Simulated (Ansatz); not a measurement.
Reaction (redistribution): `BO[SiH2]S` + `BSCS` → `BSB` + `SCO[SiH2]S`

Isolated molecules relaxed with PBE0-D4/def2-TZVP in Ansatz; ΔE leaves out vibrations. CCSD(T)/CBS is the MP2 limit (def2-TZVPP, def2-QZVPP) plus CCSD(T) − MP2 in def2-TZVPP, frozen cores. Functionals use def2-TZVPP. B3LYP here is the variant with VWN-RPA as its local correlation; programs differ in this. Each species was taken in one conformer, which may not be the lowest.

```json
{"level": "B3LYP-D4", "ΔE (kcal/mol)": "24.2"}
{"level": "CCSD/def2-TZVPP", "ΔE (kcal/mol)": "24.2"}
{"level": "SCS-MP2/def2-QZVPP", "ΔE (kcal/mol)": "25.1"}
{"level": "CCSD/CBS(def2)", "ΔE (kcal/mol)": "24.6"}
```

Question: What does CCSD(T)/CBS give? (Best estimate.)

Answer: The calculation gave: +24.5 kcal/mol. The listed levels differ from it by -0.3, -0.3, 0.6, 0.1 kcal/mol.

Largest T1 diagnostic among the species: 0.014.

The D4 term adds −0.9 kcal/mol with B3LYP and −0.6 kcal/mol with PBE0; it sums over pairs of atoms, weighted by their polarisabilities, and B3LYP, whose exchange is more repulsive, gets the larger term.
